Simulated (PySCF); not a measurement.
Isomers of C3H9F3SSi2.

All values: PBE0/pcSseg-1 (PySCF) at GFN2-xTB geometries, gas phase, one conformer each.

(1) Rank by the lowest Hirshfeld charge on any atom, highest value first.
A. `[CH3:1][CH2:2][Si@@H:3]([S:4][SiH3:5])[C:6]([F:7])([F:8])[F:9]` with C1–C2–Si3–S4 169°, C2–Si3–S4–Si5 150°
B. `[F:1][C:2]([F:3])([F:4])[S:5][CH2:6][CH:7]([SiH3:8])[SiH3:9]` with C2–S5–C6–C7 -69°, S5–C6–C7–Si8 -177°
C. `[CH3:1][S:2][CH2:3][Si@@H:4]([SiH2:5][F:6])[CH:7]([F:8])[F:9]` with C1–S2–C3–Si4 -177°, S2–C3–Si4–Si5 -176°, C3–Si4–Si5–F6 -61°, C3–Si4–C7–F8 176°

(2) Rank by HOMO energy, highest first.
A. `[CH3:1][S:2][CH2:3][Si@@H:4]([SiH2:5][F:6])[CH:7]([F:8])[F:9]` with C1–S2–C3–Si4 -177°, S2–C3–Si4–Si5 -176°, C3–Si4–Si5–F6 -61°, C3–Si4–C7–F8 176°
B. `[F:1][C:2]([F:3])([F:4])[S:5][CH2:6][CH:7]([SiH3:8])[SiH3:9]` with C2–S5–C6–C7 -69°, S5–C6–C7–Si8 -177°
C. `[CH3:1][SiH2:2][Si@@H:3]([S:4][CH3:5])[C:6]([F:7])([F:8])[F:9]` with C1–Si2–Si3–S4 164°, Si2–Si3–S4–C5 154°

(3) Rank by LUMO energy, highest first.
A. `[F:1][C:2]([F:3])([F:4])[S:5][CH2:6][CH:7]([SiH3:8])[SiH3:9]` with C2–S5–C6–C7 -69°, S5–C6–C7–Si8 -177°
B. `[CH3:1][CH2:2][Si@@H:3]([S:4][SiH3:5])[C:6]([F:7])([F:8])[F:9]` with C1–C2–Si3–S4 169°, C2–Si3–S4–Si5 150°
C. `[CH3:1][SiH2:2][Si@@H:3]([S:4][CH3:5])[C:6]([F:7])([F:8])[F:9]` with C1–Si2–Si3–S4 164°, Si2–Si3–S4–C5 154°
D. `[CH3:1][S:2][CH2:3][Si@@H:4]([SiH2:5][F:6])[CH:7]([F:8])[F:9]` with C1–S2–C3–Si4 -177°, S2–C3–Si4–Si5 -176°, C3–Si4–Si5–F6 -61°, C3–Si4–C7–F8 176°

Answers

(1) A (-0.183 e), B (-0.201 e), C (-0.216 e).

(2) A (-6.70 eV), C (-7.09 eV), B (-7.63 eV).

(3) A (-0.15 eV), B (-0.38 eV), C (-0.65 eV), D (-1.10 eV).

All values together:

```
                    SMILES  μ (D)  HOMO (eV)  LUMO (eV)  lowest IAO charge (e)  highest IAO charge (e)  lowest Hirshfeld charge (e)  highest Hirshfeld charge (e)
C[SiH2][Si@@H](SC)C(F)(F)F   1.59      -7.09      -0.65             -0.705 (C)              +0.555 (C)                   -0.207 (C)                   +0.269 (Si)
  CSC[Si@@H]([SiH2]F)C(F)F   2.19      -6.70      -1.10             -0.614 (C)             +0.829 (Si)                   -0.216 (F)                   +0.351 (Si)
CC[Si@@H](S[SiH3])C(F)(F)F   1.04      -7.55      -0.38             -0.534 (C)             +0.805 (Si)                   -0.183 (S)                   +0.322 (Si)
 FC(F)(F)SCC([SiH3])[SiH3]   1.84      -7.63      -0.15             -0.646 (C)              +0.698 (C)                   -0.201 (C)                   +0.315 (Si)
```

Conformers: `[CH3:1][SiH2:2][Si@@H:3]([S:4][CH3:5])[C:6]([F:7])([F:8])[F:9]` with C1–Si2–Si3–S4 164°, Si2–Si3–S4–C5 154°; `[CH3:1][S:2][CH2:3][Si@@H:4]([SiH2:5][F:6])[CH:7]([F:8])[F:9]` with C1–S2–C3–Si4 -177°, S2–C3–Si4–Si5 -176°, C3–Si4–Si5–F6 -61°, C3–Si4–C7–F8 176°; `[CH3:1][CH2:2][Si@@H:3]([S:4][SiH3:5])[C:6]([F:7])([F:8])[F:9]` with C1–C2–Si3–S4 169°, C2–Si3–S4–Si5 150°; `[F:1][C:2]([F:3])([F:4])[S:5][CH2:6][CH:7]([SiH3:8])[SiH3:9]` with C2–S5–C6–C7 -69°, S5–C6–C7–Si8 -177°.
